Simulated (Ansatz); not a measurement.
Relaxation of C$_{2}$H$_{5}$N$_{2}$OSb (11 atoms, charge 0, multiplicity 1), to a largest force component of 0.015 eV/Å in at most 40 steps.

The calculation used RKS B3LYP/def2-SVP (Ansatz 0.2.0).

```xyz
11
Properties=species:S:1:pos:R:3
N 0.148 -1.540 -1.500
C 0.050 -0.512 -0.484
Sb 1.503 -0.683 1.069
N -0.787 0.428 -0.554
C -1.115 1.501 0.327
O -0.429 1.722 1.377
H 0.847 -2.248 -1.482
H -0.546 -1.458 -2.308
H 1.258 -2.423 1.350
H 2.872 -0.911 -0.026
H -1.940 2.184 0.142
```

Question: Where does it end, and by what steps?

Answer: The run converged. After 21 steps the energy has fallen by 1.186 eV; H10 moved furthest, 1.33 Å.

| step | energy less start (eV) | largest force component (eV/Å) | accepted |
| --- | --- | --- | --- |
| 0 | 0.0000 | 4.575 | yes |
| 1 | -0.7192 | 1.597 | yes |
| 2 | -0.8738 | 0.561 | yes |
| 3 | -0.9192 | 0.633 | yes |
| 4 | -0.9340 | 0.577 | yes |
| 5 | -0.9655 | 0.293 | yes |
| 6 | -0.9978 | 0.762 | yes |
| 7 | -1.0389 | 0.658 | yes |
| 8 | -1.0920 | 0.275 | yes |
| 9 | -1.1266 | 0.229 | yes |
| 10 | -1.1272 | 0.608 | yes |
| 11 | -1.1611 | 0.431 | yes |
| 12 | -1.1726 | 0.258 | yes |
| 13 | -1.1754 | 0.248 | yes |
| 14 | -1.1824 | 0.151 | yes |
| 15 | -1.1839 | 0.151 | yes |
| 16 | -1.1855 | 0.123 | yes |
| 17 | -1.1856 | 0.138 | yes |
| 18 | -1.1862 | 0.025 | yes |
| 19 | -1.1862 | 0.023 | yes |
| 20 | -1.1863 | 0.028 | yes |
| 21 | -1.1863 | 0.011 | yes |

```xyz
11
Properties=species:S:1:pos:R:3
N -0.108 -1.628 -1.412
C -0.094 -0.639 -0.512
Sb 1.154 -0.949 1.324
N -0.845 0.413 -0.707
C -0.794 1.405 0.240
O -0.076 1.437 1.236
H 0.501 -2.430 -1.315
H -0.688 -1.531 -2.243
H 1.894 -2.331 0.513
H 2.412 0.069 0.751
H -1.493 2.244 0.035
```

Whether the end is a true minimum wasn't checked by a vibrational analysis.

The run took 79 s on 2 threads of AMD EPYC 7R43 64-Core Processor (Zen 3), on a shared host, peak memory 0.33 GiB.
